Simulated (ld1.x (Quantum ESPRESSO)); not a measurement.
**Which change was made? (Hf, TM)**

ld1.x (Quantum ESPRESSO) 7.5 input, shortened:

```
&input
   title='Hf', zed=72., rel=1, dft='PBE', iswitch=3,
   config='[Xe] 4f14 5d2 6s2 6p0'
 /
 &inputp
   pseudotype=2, tm=.true., lloc=2,
   nlcc=.false.
 /
3
6S  1  0   2.00   0.00  2.25  2.25  0.0
6P  2  1   0.00   0.00  4.20  4.20  0.0
5D  3  2   2.00   0.00  3.05  3.05  0.0
 &test
   configts(1)='5d2 6s2 6p0'
 /
```

Cutoffs, loose and tight: the cutoffs (Ry, on a coarse ladder) from which the occupation-weighted sum of valence levels, in a spherical-Bessel basis at the reference potential, stays within 10 and 1 mRy of its value at 400 Ry. They do not see the model core or the augmentation charge, which bear on the density cutoff. Test errors are all-electron minus pseudo excitation energies from the reference, over the configurations 5d2 6s1 6p0; 5d2 6s0 6p0; 5d1 6s0 6p0; 5d1 6s2 6p1; 5d2.5 6s1.5 6p0; 5d2 6s0 6p1; 5d3 6s1 6p0; variants that change the core or the reference have their own tests. The largest error is taken over the tests solved by every variant that gives reliable tests at all, those not shown here included: 5d1 6s0 6p0; 5d2 6s0 6p0; 5d2 6s0 6p1; 5d2.5 6s1.5 6p0; 5d3 6s1 6p0.

The base gives: outcome: generated; cutoff, loose: 18 Ry; cutoff, tight: 30 Ry; bound ghosts: s; largest test error (meV): +303.

Problem. After one change the result is: outcome: generated; cutoff, loose: 15 Ry; cutoff, tight: 18 Ry; bound ghosts: s; largest test error (meV): +311. Which change was it?
A. all radii scaled by about 1.22 (s 2.74, p 5.12, d 3.72 bohr)
B. wave 6s (bound): rc 2.25 bohr becomes 6s (bound): rc 2.02 bohr
C. all radii scaled by about 1.39 (s 3.14, p 5.84, d 4.24 bohr)
D. core correction a·sin(br)/r model core inside 2.66 bohr

Solution. A. The others give: all radii scaled by about 1.39 (s 3.14, p 5.84, d 4.24 bohr) → outcome: generated; cutoff, loose: 12 Ry; cutoff, tight: 15 Ry; bound ghosts: s; largest test error (meV): +304 | wave 6s (bound): rc 2.25 bohr becomes 6s (bound): rc 2.02 bohr → outcome: generated; cutoff, loose: 21 Ry; cutoff, tight: 55 Ry; bound ghosts: s; largest test error (meV): +338 | core correction a·sin(br)/r model core inside 2.66 bohr → outcome: generated; cutoff, loose: 18 Ry; cutoff, tight: 30 Ry; bound ghosts: s; largest test error (meV): -108.
